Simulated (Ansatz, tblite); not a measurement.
Cost and result up the ladder for CuI2⁻ (3 atoms). Total charge -1; singlet. Geometry: r2SCAN-D4/def2-TZVPD.

```csv
atom,x (Å),y (Å),z (Å)
Cu1,0.0000,0.0002,0.0003
I2,2.1795,-1.0195,0.3344
I3,-2.1796,1.0193,-0.3346
```

Ansatz on 4 threads of Arm Neoverse V2 on a shared host; xTB runs through tblite on one thread. Times are rough, summed over both states, and most runs start from the orbitals of an earlier one. RPA@PBE/def2-TZVPD serves as the yardstick here, not as an exact answer. The other state is a quintet at its own geometry, which has other bonds, so the gap mixes isomer and spin.

In the def2 sets I takes a core potential; there is no spin–orbit coupling. The xTB rows come from tblite. Correlated methods freeze 17 core orbitals; core or outer-core shells of I are correlated, in sets that lack core-valence functions. In the quintet, I2 and I3 lie 3.14 Å apart (atoms count from 1), so these atoms are partly bonded to each other. At PBE0-D4/def2-TZVPD a singlet of charge -1 lies 7.72 eV below the quintet, each at its own geometry. The structure comes from a short search, and lower isomers may exist.

Run but left out: B97M-V/def2-TZVPD (quintet: an occupied level 0.09 eV above an empty one).

Correlated methods converge slowly with the basis.

xTB has no spin-polarisation term.

```tsv
level	functions	quintet − singlet (eV)	difference from RPA@PBE/def2-TZVPD (eV)	remarks
RPA@PBE/def2-TZVPD	166	7.41	0.00	–
GFN1-xTB	27	11.37	3.96	–
CAM-B3LYP-D4/def2-TZVPD (with forces)	166	8.24	0.83	HOMO above zero (quintet)
r2SCAN-D4/def2-TZVPD	166	7.51	0.11	HOMO above zero (quintet)
```

Task: Estimate how long each takes.

Result: GFN1-xTB 0.005 s; r2SCAN-D4/def2-TZVPD 11 s; CAM-B3LYP-D4/def2-TZVPD (with forces) 19 s; RPA@PBE/def2-TZVPD 23 s. On shared hardware such times vary by a factor of up to 3.
